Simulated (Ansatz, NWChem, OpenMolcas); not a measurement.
# A correction line for SVWN5/aug-cc-pVDZ: atomisation enthalpy at 298 K

The atomisation enthalpy at 298 K in kJ/mol of 8 carbon molecules: x at SVWN5/aug-cc-pVDZ, y from tabulated heats of molecules and atoms (Active Thermochemical Tables). Shapes, held fixed at every level: PBE0-D4/def2-TZVP. Computed values hold a harmonic thermal term (PBE0-D4/def2-TZVP) and the atoms' spin-orbit lowering. Programs: Ansatz 0.2.0, NWChem 7.3.0, OpenMolcas 26.06. A level may come from different programs for different species; with the same settings they agree closely.

```
                     molecule  x (kJ/mol)  y (kJ/mol)
     CH2Cl2 (dichloromethane)        1721        1490
 CH2ClF (chlorofluoromethane)        1889        1617
CHBrF2 (bromodifluoromethane)        1988           ?
      CH2F2 (difluoromethane)        2068        1763
       C2H3Br (vinyl bromide)        2420        2126
     CF4 (tetrafluoromethane)        2437        1968
         C4H2 (1,3-butadiyne)        3243        2843
           C2H5F (SMILES CCF)        3253        2876
```

Fit y = c + s·x to the known rows and predict y for CHBrF2.


1. Means of the 7 rows: x = 2433.00, y = 2097.6.
2. Σ(Δx)² = 2264790, Σ(Δx·Δy) = 2057361, so the slope is 2057361/2264790 = 0.90841.
3. Intercept: 2097.6 − (0.90841) × 2433.00 = -112.6. The largest residual of the fit is 133.
4. CHBrF2: -112.6 + 0.90841 × 1988 = 1693 kJ/mol.

The tabulated heats give 1630 kJ/mol, so the prediction is off by +63 kJ/mol, within the largest residual. The largest residual belongs to CF4, which stands apart and tilts the line. Uncorrected, SVWN5/aug-cc-pVDZ misses CHBrF2 by +358 kJ/mol, and the other rows by 335 on average. The line removes about 80 % of this miss. Left out in turn, the other rows are missed by 52 kJ/mol on average. Relativity is left out for Br.
